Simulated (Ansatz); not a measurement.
Cost and result for the atomization energy of CH₆FGeNSi, SMILES `[F][GeH2]/[N]=C/[SiH3]` (11 atoms, 10 bonds).

```xyz
11

F     2.768    0.593   -0.565
Ge    1.769   -0.655   -1.274
N     0.084   -0.559   -0.527
C    -0.197    0.311    0.352
Si   -1.940    0.378    1.097
H     1.688   -0.355   -2.774
H     2.419   -1.995   -0.918
H     0.547    1.045    0.708
H    -1.839    0.197    2.571
H    -2.778   -0.683    0.493
H    -2.521    1.722    0.837
```

Total charge 0; spin multiplicity 1. Correlated methods include outer-core shells of Ge, which these sets cover unevenly. Scalar relativity is left out up to krypton. The geometry is a stationary point of PBE0-D4/def2-TZVP. It is one conformer, not always the lowest. Program: Ansatz. All runs use 4 threads of an Arm Neoverse V1 on a shared host. Times are those of one run each, without the atoms' runs, and a repeat can differ threefold. Electronic energies, without spin–orbit coupling; frozen cores. CCSD(T)/CBS adds CCSD(T) − MP2 in def2-TZVPP to the MP2 limit, and its time is that of the two runs behind it. T1 = 0.013. With those shells the extrapolation isn't a true limit. B3LYP takes the VWN-RPA correlation (the form of Gaussian; ORCA's B3LYP/G).

CCSD(T)/CBS is a level of theory with its own doubt, some kJ/mol a heavy atom from the limit and from the frozen cores, so smaller differences don't rank the functionals.

```json
{"level": "PBE-D4/def2-TZVPP (with forces)", "functions": "267", "wall time": "3.5 s"}
{"level": "PBE0-D4/def2-TZVPP", "functions": "267", "wall time": "4.7 s"}
{"level": "r2SCAN-D4/def2-TZVPP (with forces)", "functions": "267", "wall time": "7.5 s"}
{"level": "B3LYP-D4/def2-TZVPP (with forces)", "functions": "267", "wall time": "7.5 s"}
{"level": "B2PLYP/def2-TZVPP", "functions": "267", "wall time": "9 s"}
{"level": "ωB97X-V/def2-TZVPP", "functions": "267", "wall time": "12 s"}
{"level": "ωB97M-V/def2-TZVPP (with forces)", "functions": "267", "wall time": "18 s"}
{"level": "MP2/def2-QZVPP", "functions": "510", "wall time": "34 s"}
{"level": "CCSD(T)/def2-TZVPP", "functions": "267", "wall time": "6.5 min"}
{"level": "CCSD(T)/CBS(def2)", "functions": "–", "wall time": "7 min"}
```

Question: What atomization energy does each give, and how far from CCSD(T)/CBS? (An estimate is asked.)

Answer: Ansatz gave: 
```json
{"level": "PBE-D4/def2-TZVPP (with forces)", "atomization (kcal/mol)": "882.8", "difference from CCSD(T)/CBS": "8.9", "per bond": "0.9"}
{"level": "PBE0-D4/def2-TZVPP", "atomization (kcal/mol)": "864.4", "difference from CCSD(T)/CBS": "-9.5", "per bond": "-0.9"}
{"level": "r2SCAN-D4/def2-TZVPP (with forces)", "atomization (kcal/mol)": "870.7", "difference from CCSD(T)/CBS": "-3.2", "per bond": "-0.3"}
{"level": "B3LYP-D4/def2-TZVPP (with forces)", "atomization (kcal/mol)": "871.6", "difference from CCSD(T)/CBS": "-2.3", "per bond": "-0.2"}
{"level": "B2PLYP/def2-TZVPP", "atomization (kcal/mol)": "862.5", "difference from CCSD(T)/CBS": "-11.4", "per bond": "-1.1"}
{"level": "ωB97X-V/def2-TZVPP", "atomization (kcal/mol)": "878.9", "difference from CCSD(T)/CBS": "5.0", "per bond": "0.5"}
{"level": "ωB97M-V/def2-TZVPP (with forces)", "atomization (kcal/mol)": "871.5", "difference from CCSD(T)/CBS": "-2.4", "per bond": "-0.2"}
{"level": "MP2/def2-QZVPP", "atomization (kcal/mol)": "874.0", "difference from CCSD(T)/CBS": "0.1", "per bond": "0.0"}
{"level": "CCSD(T)/def2-TZVPP", "atomization (kcal/mol)": "850.7", "difference from CCSD(T)/CBS": "-23.2", "per bond": "-2.3"}
{"level": "CCSD(T)/CBS(def2)", "atomization (kcal/mol)": "873.9", "difference from CCSD(T)/CBS": "0.0", "per bond": "0.0"}
```

The D4 term adds +8.9 kcal/mol with B3LYP and +4.7 kcal/mol with PBE0; it sums over pairs of atoms, weighted by their polarisabilities, and B3LYP, whose exchange is more repulsive, gets the larger term. From PBE to PBE0 (25 % exact exchange), in def2-TZVPP and without D4, the atomization energy moves by −17.5 kcal/mol: exact exchange takes away binding that semilocal exchange gives to molecules. In def2-TZVPP, CCSD(T) changes the Hartree–Fock value by +235.6 kcal/mol (the triples alone add +14.4 kcal/mol) and MP2 by +244.9 kcal/mol; breaking electron pairs costs correlation energy, which Hartree–Fock lacks.
